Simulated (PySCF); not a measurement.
**Calcium: highly charged ions in a basis for the neutral atom**

Ca¹⁴⁺ [He] 2s2 2p2, Ca¹⁵⁺ [He] 2s2 2p1. All numbers are calculated (PySCF 2.14, the non-relativistic Hamiltonian (point nucleus), in 6-31G*). No spin-orbit coupling, so a gap to NIST mixes the basis error with missing relativistic terms.

Changed run: basis of the neutral atom used for a highly charged ion. This setting is unsound on purpose.

| species | method | sound run (hartree) | changed run (hartree) | converged |
| --- | --- | --- | --- | --- |
| Ca¹⁴⁺ | UHF | not run | -536.95789 | yes |
| Ca¹⁴⁺ | TPSS | not run | -537.21874 | yes |
| Ca¹⁴⁺ | MN15 | not run | -537.01814 | yes |
| Ca¹⁵⁺ | UHF | not run | -504.09655 | yes |
| Ca¹⁵⁺ | TPSS | not run | -504.34826 | yes |
| Ca¹⁵⁺ | MN15 | not run | -504.13812 | yes |

Ionisation energy of Ca¹⁴⁺:

| method | changed run (eV) | NIST (eV) |
| --- | --- | --- |
| UHF | 894.20 | 894 ± 0.4 |
| TPSS | 894.45 | 894 ± 0.4 |
| MN15 | 894.71 | 894 ± 0.4 |

The contracted functions were made for the neutral atom and can be too rigid for a highly charged ion.
